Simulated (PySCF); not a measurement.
C₂H₆N₂OSi, SMILES N#CO[Si@@H](C)N. Atoms are numbered in the order given.

```xyz
12

C     -1.2723    -0.9743    -0.9712
Si    -0.2727     0.5404    -0.5992
N     -1.2388     1.9131    -0.3241
O      0.6103     0.1667     0.8697
C      1.3284    -0.8801     1.0200
N      1.9839    -1.8368     1.1752
H     -2.0396    -1.1349    -0.1963
H     -0.6302    -1.8695    -0.9933
H     -1.7786    -0.8871    -1.9449
H      0.7815     0.8755    -1.5882
H     -2.1063     1.8622     0.2004
H     -0.8434     2.8473    -0.2977
```

Geometry optimised at r2SCAN-D4/def2-SVP. The structure was generated by enumeration; whether it is a known compound was not checked. Other conformers were not sampled.

Calculation: PySCF with SMD-M06-2X/6-31G*.

Solvation free energies are E(SMD) − E(gas) at the gas-phase geometry, for 1 M in both phases. In vacuum the dipole moment is 5.80 D.

Computed solvation free energies in water, N,N-dimethylformamide, acetonitrile:
```json
[
 {"solvent": "water", "ΔG(solv) (kcal/mol)": "-4.5", "its non-electrostatic (CDS) part": "6.9", "dipole (D)": "7.03"},
 {"solvent": "N,N-dimethylformamide", "ΔG(solv) (kcal/mol)": "-7.3", "its non-electrostatic (CDS) part": "3.5", "dipole (D)": "7.03"},
 {"solvent": "acetonitrile", "ΔG(solv) (kcal/mol)": "-7.7", "its non-electrostatic (CDS) part": "3.2", "dipole (D)": "7.03"}
]
```
